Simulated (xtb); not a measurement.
F2Sb (SMILES [F][Sb][F]), doublet, from a rough starting geometry (the spin is typed, not shown lowest); GFN2-xTB (xtb).

Here is a job for xtb.
```
$ xtb mol.xyz --gfn 2 --uhf 1 --opt vtight --json

# file mol.xyz
3

Sb     0.82698128     0.38509728     0.31243223
F     -0.58827264     0.86726217    -1.09470105
F     -0.26893904    -1.24241638     0.74144249
```

It wrote (shortened):

```
   ID    Z sym.   atoms
    1   51 Sb     1
    2    9 F      2, 3

           -------------------------------------------------
          |                Calculation Setup                |
           -------------------------------------------------

           -------------------------------------------------
          |                 G F N 2 - x T B                 |
           -------------------------------------------------

          ...................................................
          :                      SETUP                      :
          :.................................................:
          :  # basis functions                  18          :
          :  # atomic orbitals                  17          :
          :  # shells                            7          :
          :  # electrons                        19          :
          :  max. iterations                   250          :
          :  Hamiltonian                  GFN2-xTB          :
          :  restarted?                      false          :
          :  GBSA solvation                  false          :
          :  PC potential                    false          :
          :  electronic temp.          300.0000000     K    :
          :  accuracy                    1.0000000          :
          :  -> integral cutoff          0.2500000E+02      :
          :  -> integral neglect         0.1000000E-07      :
          :  -> SCF convergence          0.1000000E-05 Eh   :
          :  -> wf. convergence          0.1000000E-03 e    :
          :  Broyden damping             0.4000000          :
          :  net charge                          0          :
          :  unpaired electrons                  1          :
          ...................................................

 iter      E             dE          RMSdq      gap      omega  full diag
   1    -11.7553219 -0.117553E+02  0.775E+00    1.96       0.0  T
   2    -11.7565200 -0.119814E-02  0.472E+00    2.00       1.0  T
   3    -11.7570190 -0.498982E-03  0.518E-01    2.07       1.0  T
   4    -11.7570754 -0.563838E-04  0.445E-01    2.05       1.0  T
   5    -11.7571337 -0.583441E-04  0.232E-01    2.06       1.0  T
   6    -11.7571348 -0.103316E-05  0.263E-02    2.06       2.2  T
   7    -11.7571343  0.469328E-06  0.270E-02    2.06       2.1  T
   8    -11.7571351 -0.860474E-06  0.111E-03    2.06      52.2  T
   9    -11.7571351 -0.155461E-08  0.192E-04    2.06     301.1  T
[...]
         :: total energy             -11.755943536519 Eh    ::
 * total energy  :   -11.7559435 Eh     change       -0.1534772E-11 Eh
 * total energy  :   -11.7562862 Eh     change       -0.3426504E-03 Eh
 * total energy  :   -11.7564067 Eh     change       -0.1205485E-03 Eh
 * total energy  :   -11.7564086 Eh     change       -0.1902355E-05 Eh
 * total energy  :   -11.7564099 Eh     change       -0.1235006E-05 Eh
 * total energy  :   -11.7564099 Eh     change       -0.1483977E-08 Eh
   *** GEOMETRY OPTIMIZATION CONVERGED AFTER 6 ITERATIONS ***
         :: total energy             -11.756409874332 Eh    ::
[...]
        12                         -0.2395661              -6.5189
        13                         -0.0333821              -0.9084
        14                         -0.0318699              -0.8672
        15                          0.0102699               0.2795
        16                          0.1255339               3.4160
        17                          0.4610111              12.5448
      -------------------------------------------------------------
                  HL-Gap            0.0821343 Eh            2.2350 eV
             Fermi-level           -0.3762305 Eh          -10.2378 eV

     #   Z          covCN         q      C6AA      α(0)
     1  51 Sb       1.428     0.561   393.948    39.181
     2   9 F        0.714    -0.281    12.112     4.110
     3   9 F        0.714    -0.281    12.112     4.110

 Mol. C6AA /au·bohr⁶  :        691.611784
 Mol. C8AA /au·bohr⁸  :      53784.082220
 Mol. α(0) /au        :         47.400441

Wiberg/Mayer (AO) data.
largest (>0.10) Wiberg bond orders for each atom

 ---------------------------------------------------------------------------
     #   Z sym  total        # sym  WBO       # sym  WBO       # sym  WBO
 ---------------------------------------------------------------------------
     1  51 Sb   2.318 --     3 F    1.159     2 F    1.159
     2   9 F    1.194 --     1 Sb   1.159
     3   9 F    1.194 --     1 Sb   1.159
 ---------------------------------------------------------------------------

Topologies differ in total number of bonds
Writing topology from bond orders to xtbtopo.mol

molecular dipole:
                 x           y           z       tot (Debye)
 q only:        1.292       0.609       0.488
   full:        1.657       0.781       0.626       4.920
molecular quadrupole (traceless):
                xx          xy          yy          xz          yz          zz
 q only:        2.704       1.186      -1.696       0.073       3.187      -1.008
  q+dip:        3.579       1.749      -2.159       0.367       3.868      -1.420
   full:        3.197       1.419      -1.996       0.103       3.742      -1.201

optimized geometry written to: xtbopt.xyz

           -------------------------------------------------
          | TOTAL ENERGY              -11.756409874332 Eh   |
          | GRADIENT NORM               0.000014614920 Eh/α |
          | HOMO-LUMO GAP               2.234987919083 eV   |
           -------------------------------------------------

normal termination of xtb
```
